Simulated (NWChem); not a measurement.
Molecule: AlAsH$_{3}$F; SMILES [F][AlH][AsH2]

```xyz
6

Al    -0.4685    -1.2760     0.0216
As     0.2707     1.0081     0.3285
H      0.0566     1.2785    -1.1589
H      1.7193     0.5758     0.1249
F      0.3495    -2.4691     0.8552
H     -1.7105    -1.7478    -0.8385
```
Atoms are numbered in this order, from 1.

Level: PBE0/def2-SVP (NWChem), optimised geometry, unscaled harmonic frequencies. 

Q: List the harmonic frequencies with IR intensities, and the thermochemistry.

A: 
| frequency (cm⁻¹) | IR intensity (km/mol) |
|---|---|
| 96 | 4.0 |
| 152 | 9.6 |
| 336 | 13.0 |
| 374 | 69.7 |
| 546 | 70.2 |
| 554 | 34.6 |
| 679 | 141.6 |
| 856 | 138.1 |
| 989 | 21.6 |
| 1961 | 210.4 |
| 2208 | 57.4 |
| 2225 | 70.5 |

```yaml
zero_point_energy: 15.7 kcal/mol
thermal correction to the enthalpy at 298.15 K (with zero-point energy): 19.7 kcal/mol
heat capacity Cv: 17.1 cal/(mol K)
entropy at 298.15 K and 1 atm (symmetry number 1): 76.4 cal/(mol K)
dipole_moment: 1.34 D
```

Rigid rotor and harmonic oscillator; modes under 100 cm⁻¹ make the entropy uncertain.
